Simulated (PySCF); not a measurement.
**Electronic structure of Ag⁺ (silver, charge +1) at the PBE level**

Configuration: [Kr] 4d10, closed-shell 1S. All numbers are calculated (PySCF 2.14, the spin-free X2C one-electron Hamiltonian (Gaussian nucleus), in x2c-TZVPall (8s6p6d1f, 63 functions)).

```json
{
  "Total energy": "-5314.69 hartree",
  "One-electron energy": "-7314.38 hartree",
  "Hartree (Coulomb) energy": "2149.74 hartree",
  "Exchange-correlation energy": "-150.05 hartree",
  "⟨S²⟩": "0.0000",
  "⟨L²⟩": "0.000",
  "Sum of ⟨r⟩": "29.15 bohr",
  "Sum of ⟨r²⟩": "35.24 bohr²",
  "Langevin diamagnetic susceptibility": "-27.9 ×10⁻⁶ cm³/mol",
  "Time after the integrals": "0.71 s of wall time on 1 thread of Intel(R) Xeon(R) Platinum 8559C (shared host)"
}
```

| shell | electrons | mean orbital energy (eV) | rms radius, mean of both spins (bohr) |
| --- | --- | --- | --- |
| 1s | 2 | -25296.0 | 0.0357 |
| 2s | 2 | -3732.5 | 0.146 |
| 2p | 6 | -3350.7 | 0.130 |
| 3s | 2 | -690.95 | 0.394 |
| 3p | 6 | -565.38 | 0.396 |
| 3d | 10 | -366.48 | 0.377 |
| 4s | 2 | -103.11 | 0.972 |
| 4p | 6 | -66.802 | 1.07 |
| 4d | 10 | -15.647 | 1.54 |

Densities and radii are taken from the X2C orbitals without a picture-change correction, which distorts them close to the nucleus.
